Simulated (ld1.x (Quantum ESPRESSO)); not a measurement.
**thallium: excitation energies, all-electron against TM**

* Element: thallium
* Generator: ld1.x (Quantum ESPRESSO) 7.5
* Type: norm-conserving Troullier–Martins (Kleinman–Bylander form)
* Functional: LDA (PZ)
* Relativity: fully relativistic
* Frozen core: [Xe] 4f14 5d10
* Valence charge: 3
* Reference configuration: 6s2 6p0.5 (charge +0.5)
* Partial waves: 6p (bound): rc 2.50 bohr; 6s (bound): rc 1.65 bohr
* Local potential: the s channel
* Core correction: Bessel-smoothed model core, default radius (core density twice the valence density)

Open shells are filled in proportion to 2j + 1 (rel_dist='average').

Energies are relative to the spin-unpolarised reference configuration 6s2 6p0.5; without spin polarisation the order of configurations can differ from experiment.

```
valence configuration  charge  ΔE all-electron (eV)  error AE − PS (meV)
              6s2 6p1       0                -2.018                 -4.6
              6s2 6p0      +1                 3.499                  -10
              6s1 6p0      +2                24.701                 -307
            6s2 6p1.3    -0.3                -2.595                 -8.8
              6s1 6p2       0                 5.341                  -30
```

(1) What are ΔE and the potential's error for 6s1 6p1?

(2) What are ΔE and the potential's error for 6s0 6p3?

Results:

(1) ΔE = 11.745 eV all-electron; the error (AE − PS) is -87 meV.

(2) ΔE = 13.109 eV all-electron; the error (AE − PS) is -150 meV.
